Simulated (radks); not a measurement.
Fractional charge and spin in the 5p shell of caesium: the spin-up occupation runs from 2 to 3 and the spin-down occupation from 2 to 3; the fullest corner is Cs, [Kr] 4d10 5s2 6s(up 0.5, down 0.5) 5p(up 3, down 3). Method: scalar-relativistic Kohn-Sham, LDA (Slater exchange, Perdew-Wang correlation), spin-polarised, spherical densities, point nucleus; computed with a radial shooting solver on a logarithmic mesh with Libxc functionals. Energy (eV) above the fullest corner. The planes named below are the two flat planes that join the four corners, with an edge along up + down = one added electron.

down \ up       2    2.25     2.5    2.75       3
2          45.531  37.688  30.464  23.849  17.830
2.25       37.688  30.506  23.931  17.950  12.550
2.5        30.464  23.931  17.990  12.628   7.830
2.75       23.849  17.950  12.628   7.868   3.654
3          17.830  12.550   7.830   3.654   0.000

Corners above the fullest one (they belong to Cs+ and the next ion): (up 3, down 2) 17.830 eV, (up 2, down 3) 17.830 eV, (up 2, down 2) 45.531 eV. With half an added electron in each spin the energy lies 0.160 eV from the planes, and with half an added electron in spin up alone -1.216 eV. The planes are only a guide here: the flat-plane condition holds for ground states with one frontier orbital, while this shell lies below other occupied shells, so the corners above the fullest one are inner-hole states and not the ground states of those ions.
